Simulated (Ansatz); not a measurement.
Mulliken charges of ClGaHO (`[O][GaH][Cl]`) radical from ωB97M-V/def2-TZVPP in Ansatz (PBE0-D4/def2-TZVP geometry).

```json
{"atom": "O1", "x (Å)": "-1.740", "y (Å)": "-0.118", "z (Å)": "-0.212", "charge (e)": "-0.297"}
{"atom": "Ga2", "x (Å)": "0.031", "y (Å)": "0.144", "z (Å)": "-0.061", "charge (e)": "0.526"}
{"atom": "Cl3", "x (Å)": "1.051", "y (Å)": "-1.557", "z (Å)": "0.709", "charge (e)": "-0.236"}
{"atom": "H4", "x (Å)": "0.714", "y (Å)": "1.470", "z (Å)": "-0.456", "charge (e)": "0.007"}
```

By hand: the dipole of these point charges (1 e Å = 4.8032 D).

Σ q r = (0.290, 0.489, -0.140) e Å, of length 0.586 e Å = 2.81 D.

How does the dipole of the full density compare? (An estimate is asked.)

The calculation gave: (0.227, 0.340, -0.093) e Å, 2.01 D; the point charges give 1.40 times that, at 3° from its direction.

Point charges leave out the atoms' own dipoles, such as those of lone pairs, and Mulliken's split depends on the basis, so the two needn't agree.
